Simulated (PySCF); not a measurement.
C4H5F, SMILES C=C=C(C)F.

Coordinates come from a PBE-D3(BJ)/def2-SVP optimisation.

Calculation: PBE-D3(BJ)/def2-SVP run with PySCF.

Frequencies are harmonic and unscaled.

| mode | ν (cm⁻¹) | IR (km/mol) | moving atoms (share of kinetic energy) |
|---|---|---|---|
| 1 | 175 | 1.1 | C 61 %, H 21 %, F 17 % |
| 2 | 183 | 1.6 | H 90 %, C 10 % |
| 3 | 237 | 3.8 | C 58 %, H 35 % |
| 4 | 378 | 1.6 | C 40 %, F 35 %, H 25 % |
| 5 | 444 | 0.0 | C 63 %, H 34 % |
| 6 | 595 | 15.3 | C 76 %, F 17 % |
| 7 | 620 | 1.6 | H 84 %, C 12 % |
| 8 | 757 | 18.1 | C 57 %, F 27 %, H 16 % |
| 9 | 870 | 33.8 | H 74 %, C 26 % |
| 10 | 952 | 8.3 | H 62 %, C 27 %, F 11 % |
| 11 | 967 | 0.5 | H 67 %, C 33 % |
| 12 | 1006 | 2.2 | H 66 %, C 34 % |
| 13 | 1194 | 125.6 | C 71 %, H 16 %, F 13 % |
| 14 | 1272 | 60.9 | H 57 %, C 41 % |
| 15 | 1342 | 19.4 | H 68 %, C 32 % |
| 16 | 1389 | 7.9 | H 97 % |
| 17 | 1393 | 8.5 | H 91 %, C 9 % |
| 18 | 1446 | 38.3 | C 51 %, H 49 % |
| 19 | 2040 | 18.8 | C 99 % |
| 20 | 2967 | 16.5 | H 97 % |
| 21 | 3030 | 12.1 | H 95 % |
| 22 | 3042 | 6.8 | H 91 %, C 9 % |
| 23 | 3099 | 4.8 | H 91 %, C 9 % |
| 24 | 3108 | 2.2 | H 89 %, C 11 % |
